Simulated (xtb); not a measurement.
xtb job for C3H6O, SMILES COC=C, GFN2-xTB. 

```
$ xtb mol.xyz --gfn 2 --sp --chrg 0 --uhf 0 --json
$ cat mol.xyz
10

C      1.84175756    -0.05479533    -0.30153134
C      0.63904318    -0.20818552     0.22681070
O     -0.48700695     0.24826435    -0.38369079
C     -1.68826792     0.04690894     0.31904082
H      1.97601303     0.44607426    -1.24240813
H      2.71353088    -0.42987611     0.19858921
H      0.49068434    -0.71185790     1.17715544
H     -2.48357038     0.43807108    -0.31290530
H     -1.68785694     0.58492573     1.27366958
H     -1.86794212    -1.01702025     0.50950444
```

Program output:

```
[banner left out]
          |                Calculation Setup                |
           -------------------------------------------------



           -------------------------------------------------
          |                 G F N 2 - x T B                 |
           -------------------------------------------------

        Reference                      10.1021/acs.jctc.8b01176
      * Hamiltonian:
        H0-scaling (s, p, d)           1.850000    2.230000    2.230000
        zeta-weighting                 0.500000
      * Dispersion:
        s8                             2.700000
        a1                             0.520000
        a2                             5.000000
        s9                             5.000000
      * Repulsion:
        kExp                           1.500000    1.000000
        rExp                           1.000000
      * Coulomb:
        alpha                          2.000000
        third order                    shell-resolved
        anisotropic                    true
        a3                             3.000000
        a5                             4.000000
        cn-shift                       1.200000
        cn-exp                         4.000000
        max-rad                        5.000000


          ...................................................
          :                      SETUP                      :
          :.................................................:
          :  # basis functions                  22          :
          :  # atomic orbitals                  22          :
          :  # shells                           14          :
          :  # electrons                        24          :
          :  max. iterations                   250          :
          :  Hamiltonian                  GFN2-xTB          :
          :  restarted?                      false          :
          :  GBSA solvation                  false          :
          :  PC potential                    false          :
          :  electronic temp.          300.0000000     K    :
          :  accuracy                    1.0000000          :
          :  -> integral cutoff          0.2500000E+02      :
          :  -> integral neglect         0.1000000E-07      :
          :  -> SCF convergence          0.1000000E-05 Eh   :
          :  -> wf. convergence          0.1000000E-03 e    :
          :  Broyden damping             0.4000000          :
          :  net charge                          0          :
          :  unpaired electrons                  0          :
          ...................................................

 iter      E             dE          RMSdq      gap      omega  full diag
   1    -13.6415080 -0.136415E+02  0.452E+00    5.38       0.0  T
   2    -13.6692120 -0.277040E-01  0.276E+00    5.04       1.0  T
   3    -13.6675500  0.166207E-02  0.158E+00    5.18       1.0  T
   4    -13.6777089 -0.101590E-01  0.546E-01    5.07       1.0  T
   5    -13.6785251 -0.816204E-03  0.941E-02    5.09       1.0  T
   6    -13.6785279 -0.273694E-05  0.380E-02    5.09       1.0  T
   7    -13.6785289 -0.973048E-06  0.700E-03    5.09       4.5  T
   8    -13.6785289 -0.711692E-07  0.190E-03    5.09      16.7  T
   9    -13.6785289 -0.483428E-08  0.424E-04    5.09      74.5  T
  10    -13.6785289 -0.375753E-09  0.183E-04    5.09     172.4  T

   *** convergence criteria satisfied after 10 iterations ***

         #    Occupation            Energy/Eh            Energy/eV
      -------------------------------------------------------------
         1        2.0000           -0.7112461             -19.3540
       ...           ...                  ...                  ...
         6        2.0000           -0.5510306             -14.9943
         7        2.0000           -0.5187344             -14.1155
         8        2.0000           -0.4731672             -12.8755
         9        2.0000           -0.4693144             -12.7707
        10        2.0000           -0.4666521             -12.6983
        11        2.0000           -0.4404580             -11.9855
        12        2.0000           -0.3770534             -10.2601 (HOMO)
        13                         -0.1901161              -5.1733 (LUMO)
        14                          0.0352887               0.9603
        15                          0.1222806               3.3274
        16                          0.1311188               3.5679
        17                          0.1669291               4.5424
       ...                                ...                  ...
        22                          0.6007360              16.3469
      -------------------------------------------------------------
                  HL-Gap            0.1869373 Eh            5.0868 eV
             Fermi-level           -0.2835848 Eh           -7.7167 eV

 SCC (total)                   0 d,  0 h,  0 min,  0.007 sec
 SCC setup                      ...        0 min,  0.000 sec (  1.730%)
 Dispersion                     ...        0 min,  0.000 sec (  0.888%)
 classical contributions        ...        0 min,  0.000 sec (  0.308%)
 integral evaluation            ...        0 min,  0.001 sec ( 15.475%)
 iterations                     ...        0 min,  0.003 sec ( 48.364%)
 molecular gradient             ...        0 min,  0.002 sec ( 30.840%)
 printout                       ...        0 min,  0.000 sec (  2.164%)

         :::::::::::::::::::::::::::::::::::::::::::::::::::::
         ::                     SUMMARY                     ::
         :::::::::::::::::::::::::::::::::::::::::::::::::::::
         :: total energy             -13.503596472652 Eh    ::
         :: gradient norm              0.000193194486 Eh/a0 ::
         :: HOMO-LUMO gap              5.086822100413 eV    ::
         ::.................................................::
         :: SCC energy               -13.678528741871 Eh    ::
         :: -> isotropic ES            0.014995326818 Eh    ::
         :: -> anisotropic ES          0.003398834048 Eh    ::
         :: -> anisotropic XC          0.005078604535 Eh    ::
         :: -> dispersion             -0.003883334116 Eh    ::
         :: repulsion energy           0.174932269219 Eh    ::
         :: add. restraining           0.000000000000 Eh    ::
         :: total charge              -0.000000000000 e     ::
         :::::::::::::::::::::::::::::::::::::::::::::::::::::

           -------------------------------------------------
          |                Property Printout                |
           -------------------------------------------------

    * Orbital Energies and Occupations

         #    Occupation            Energy/Eh            Energy/eV
      -------------------------------------------------------------
         1        2.0000           -0.7112461             -19.3540
         2        2.0000           -0.6525735             -17.7574
         3        2.0000           -0.6098789             -16.5956
         4        2.0000           -0.5821852             -15.8421
         5        2.0000           -0.5549970             -15.1022
         6        2.0000           -0.5510306             -14.9943
         7        2.0000           -0.5187344             -14.1155
         8        2.0000           -0.4731672             -12.8755
         9        2.0000           -0.4693144             -12.7707
        10        2.0000           -0.4666521             -12.6983
        11        2.0000           -0.4404580             -11.9855
        12        2.0000           -0.3770534             -10.2601 (HOMO)
        13                         -0.1901161              -5.1733 (LUMO)
        14                          0.0352887               0.9603
Note: The following floating-point exceptions are signalling: IEEE_UNDERFLOW_FLAG IEEE_DENORMAL
normal termination of xtb
        15                          0.1222806               3.3274
        16                          0.1311188               3.5679
        17                          0.1669291               4.5424
        18                          0.1905856               5.1861
        19                          0.2059333               5.6037
        20                          0.2323551               6.3227
        21                          0.4476447              12.1810
        22                          0.6007360              16.3469
      -------------------------------------------------------------
                  HL-Gap            0.1869373 Eh            5.0868 eV
             Fermi-level           -0.2835848 Eh           -7.7167 eV

     #   Z          covCN         q      C6AA      α(0)
     1   6 C        2.835    -0.132    31.353     9.176
     2   6 C        2.793     0.104    25.695     8.304
     3   8 O        1.705    -0.263    18.366     5.786
     4   6 C        3.656     0.038    20.221     6.455
     5   1 H        0.926     0.053     2.279     2.361
     6   1 H        0.926     0.043     2.409     2.427
     7   1 H        0.925     0.020     2.730     2.584
     8   1 H        0.925     0.061     2.184     2.311
     9   1 H        0.924     0.038     2.477     2.461
    10   1 H        0.924     0.038     2.480     2.463

 Mol. C6AA /au·bohr⁶  :        824.832412
 Mol. C8AA /au·bohr⁸  :      17679.745587
 Mol. α(0) /au        :         44.326750


Wiberg/Mayer (AO) data.
largest (>0.10) Wiberg bond orders for each atom

 ---------------------------------------------------------------------------
     #   Z sym  total        # sym  WBO       # sym  WBO       # sym  WBO
 ---------------------------------------------------------------------------
     1   6 C    3.980 --     2 C    1.883     6 H    0.978     5 H    0.975
                             3 O    0.122
     2   6 C    3.934 --     1 C    1.883     3 O    1.066     7 H    0.960
     3   8 O    2.233 --     2 C    1.066     4 C    0.989     1 C    0.122
     4   6 C    3.948 --     3 O    0.989     8 H    0.981     9 H    0.978
                            10 H    0.978
     5   1 H    0.997 --     1 C    0.975
     6   1 H    0.998 --     1 C    0.978
     7   1 H    1.000 --     2 C    0.960
     8   1 H    0.996 --     4 C    0.981
     9   1 H    0.999 --     4 C    0.978
    10   1 H    0.999 --     4 C    0.978
 ---------------------------------------------------------------------------

Topologies differ in total number of bonds
Writing topology from bond orders to xtbtopo.mol

molecular dipole:
                 x           y           z       tot (Debye)
 q only:       -0.315      -0.144       0.361
   full:       -0.397      -0.222       0.526       1.768
molecular quadrupole (traceless):
                xx          xy          yy          xz          yz          zz
 q only:        2.411      -0.077      -1.385      -0.789      -0.168      -1.025
  q+dip:        1.695       0.042      -1.392      -0.872      -0.782      -0.302
   full:        1.899       0.016      -1.253      -0.840      -0.385      -0.646


           -------------------------------------------------
          | TOTAL ENERGY              -13.503596472652 Eh   |
          | GRADIENT NORM               0.000193194486 Eh/α |
          | HOMO-LUMO GAP               5.086822100413 eV   |
           -------------------------------------------------

------------------------------------------------------------------------
------------------------------------------------------------------------
 total:
 SCF:
```

The calculation finished and met its thresholds.
